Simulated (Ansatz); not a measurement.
The same group exchange along the group Sc, Y.

Calculated with Ansatz (gas phase, PBE0-D4/def2-TZVP geometries, no zero-point term in ΔE). CCSD(T)/CBS is the MP2 limit (def2-TZVPP, def2-QZVPP) plus CCSD(T) − MP2 in def2-TZVPP, frozen cores. Functionals use def2-TZVPP. B3LYP here is the variant with VWN-RPA as its local correlation; programs differ in this. def2 core potentials past Kr. For Sc, Y outer-core shells are correlated without core-valence functions, which leaves a few kJ/mol of doubt a bond. Scalar relativity is left out up to krypton. One conformer a species, not always the lowest.

```tsv
reaction	HF/CBS(def2) (kJ/mol)	MP2/CBS(def2) (kJ/mol)	B3LYP-D4 (kJ/mol)	CCSD(T)/CBS(def2) (kJ/mol)
`[OH][Sc]([OH])[OH]` + `ClC1=CCO1` → `[OH][Sc]([OH])[Cl]` + `OC1=CCO1`	-106	-60	-72	-67
`[OH][Y]([OH])[OH]` + `ClC1=CCO1` → `[OH][Y]([OH])[Cl]` + `OC1=CCO1`	-121	-72	-83	-80
```

Largest T1 diagnostic: 0.016, for `[OH][Sc]([OH])[OH]`.
